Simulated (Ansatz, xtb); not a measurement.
**Two isomers of C4H4Cl2O3**

Structure a: `O=COC(=O)CC(Cl)Cl`, a singlet. Structure b: `O=C1OC[C@H](C(Cl)Cl)O1`, a singlet. Both are isolated molecules in the gas phase, relaxed with B3LYP-D3(BJ)/def2-SVP; each stands in its lowest conformer found.

Which of the two would you expect CCSD(T)/def2-SVP + ΔMP2/def2-TZVPP electronic energies to favour?

Structure b; the calculation gives E(b) − E(a) = −18.8 kJ/mol.

Level by level:

```
                             level               geometry  E(b) − E(a) (kJ/mol)  departure from the last row (kJ/mol)  job, with rough time for the two
             B3LYP-D3(BJ)/def2-SVP  B3LYP-D3(BJ)/def2-SVP                   −15.1                                  +3.7                optimisation, 86 s
                       HF/def2-SVP  B3LYP-D3(BJ)/def2-SVP                    −9.1                                  +9.7           part of the CCSD(T) run
                      MP2/def2-SVP  B3LYP-D3(BJ)/def2-SVP                    −4.7                                 +14.1           part of the CCSD(T) run
                  CCSD(T)/def2-SVP  B3LYP-D3(BJ)/def2-SVP                    −6.0                                 +12.8                      single point
CCSD(T)/def2-SVP + ΔMP2/def2-TZVPP  B3LYP-D3(BJ)/def2-SVP                   −18.8                                                     single point, 2 min
```

As drawn, b has 2 C–O in place of 1 C=O. Structure a has no ring, b a 5-membered ring.

The levels shown agree on the order. The largest departure from CCSD(T)/def2-SVP + ΔMP2/def2-TZVPP is that of MP2/def2-SVP, 14.1 kJ/mol. Levels run at GFN2-xTB geometries aren't shown. The last row adds to CCSD(T) the change of the MP2 difference between the two basis sets, here −12.8 kJ/mol, a large step that makes the value less sure.

With thermal terms from frequencies at re-optimised GFN2-xTB minima (ideal gas, soft modes damped towards free rotors, one conformer each, 298.15 K, 1 atm): on the last row, ΔE + ΔZPE = −9.9, ΔH = −13.9, ΔG = −4.0 kJ/mol.

The correlated steps freeze 17 core orbitals. Mirror images aren't counted in ΔG. Programs: Ansatz 0.2.0, xtb 6.7.1; the last row on 4 threads of Arm Neoverse V2 on a shared host.
